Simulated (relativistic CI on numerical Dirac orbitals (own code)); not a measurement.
Calculated at this level of theory: Dirac-Coulomb-Breit CI, orbitals from a KLI potential per configuration, model QED (radiative potential, 1s self-energy scaled to tabulated hydrogen-like ionisation energies), unscaled Slater integrals (own radial code, finite nucleus).

Configurations in the expansion: 1s², 1s2s, 1s2p, 1s3s, 1s3p, 1s3d, 1s4s, 1s4p, 1s4d, 1s4f, 1s5s, 1s5p, 1s5d, 1s5f, 1s5g, 1s6s, 1s6p, 1s6d, 2s². Levels of other configurations are missing.

At this charge energies of transitions that change n are usually good to better than 1 %, and those within a shell (Δn = 0) to a few per cent.

Outline of the computed level scheme of Ba LV. Lowest level of each configuration: 1s² ¹S0 at 0.0 eV; 1s2s ³S1 at 32519.3 eV; 1s2p ³P°1 at 32600.3 eV; 1s3s ³S1 at 38679.9 eV; 1s3p ³P°1 at 38701.9 eV; 1s3d ³D2 at 38846.0 eV; 1s4s ³S1 at 40807.3 eV; 1s4p ³P°1 at 40816.3 eV; 1s4d ³D2 at 40876.8 eV.

Some strong electric-dipole decays among the lowest 27 levels: 1s2p ¹P°1 → 1s² ¹S0 (7.8e+15 s⁻¹); 1s2p ³P°1 → 1s² ¹S0 (3.6e+15 s⁻¹); 1s3p ¹P°1 → 1s² ¹S0 (2.2e+15 s⁻¹); 1s3p ³P°1 → 1s² ¹S0 (9.3e+14 s⁻¹); 1s4p ¹P°1 → 1s² ¹S0 (8.9e+14 s⁻¹); 1s3d ³D3 → 1s2p ³P°2 (5.9e+14 s⁻¹); 1s3d ¹D2 → 1s2p ¹P°1 (5.3e+14 s⁻¹); 1s3d ³D2 → 1s2p ³P°1 (5.2e+14 s⁻¹).

LS names give the leading component of a level, which can be under half, so a name can repeat, a term be missing and a line seem to break the LS rules.
